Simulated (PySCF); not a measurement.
# Potential energy of PI along the bond

Set-up: basis P cc-pV(T+d)Z, I cc-pVTZ-PP with ECP28; scalar-relativistic core potentials; PySCF 2.14. Energies in eV from P + I in their ground configurations at the same level. All curves are PBE0. state 1: ³Σ⁻ (triplet), unpaired electrons π ↑↑; state 2: Ms = 0 determinant of mixed spin (⟨S²⟩ near 1.0), unpaired electrons π ↑↓, a mixture of terms (⟨Lz²⟩ = 2.0), a second solution, started from another occupation; state 3: singlet, one real π or δ orbital doubly filled, a mixture of terms (⟨Lz²⟩ = 2.0), a second solution, started from another occupation; state 4: quintet, unpaired electrons σ ↑, π ↑↑↑, a second solution, started from another occupation.

```csv
R (Å),state 1,state 2,state 3,state 4
2.050,-1.429,-1.179,-0.302,5.9634
2.146,-2.085,-1.827,-0.917,4.5148
2.241,-2.433,-2.166,-1.223,3.4159
2.312,-2.550,-2.277,-1.309,2.7679
2.384,-2.578,-2.299,-1.307,2.2389
2.455,-2.540,-2.254,-1.238,1.8070
2.551,-2.416,-2.120,-1.075,1.3518
2.670,-2.184,-1.876,-0.796,0.9328
2.813,-1.847,-1.524,-0.407,0.5889
3.004,-1.376,-1.023,0.137,0.3085
```

Q: Put a parabola through the three lowest points of the state 1 curve and estimate Re, k and ωe (reduced mass 24.9 u; 1 eV/Å² = 0.16022 mdyn/Å; ωe = 1302.8·√(k/μ) cm⁻¹).

A: Through R = 2.312, 2.384, 2.455 Å the second-order coefficient is 6.46 eV/Å², so Re ≈ 2.378 Å, k ≈ 2.07 mdyn/Å and ωe ≈ 376 cm⁻¹. A polynomial fit of higher order to the unrounded PBE0 energies gives Re = 2.375 Å, k = 2.15 mdyn/Å, ωe = 383 cm⁻¹; anharmonicity and rounding make the difference.

The higher-order fit for each curve: state 1: Re = 2.375 Å, ωe = 383 cm⁻¹, De = 2.58 eV; state 2: Re = 2.368 Å, ωe = 388 cm⁻¹, minimum 2.30 eV below the ground-state fragments; state 3: Re = 2.345 Å, ωe = 406 cm⁻¹, minimum 1.32 eV below the ground-state fragments. State 4 gave no clean fit.

Spin–orbit coupling is left out, which matters for elements this heavy, above all for dissociation energies. The state was picked by a PBE0 search and need not be the measured ground state.
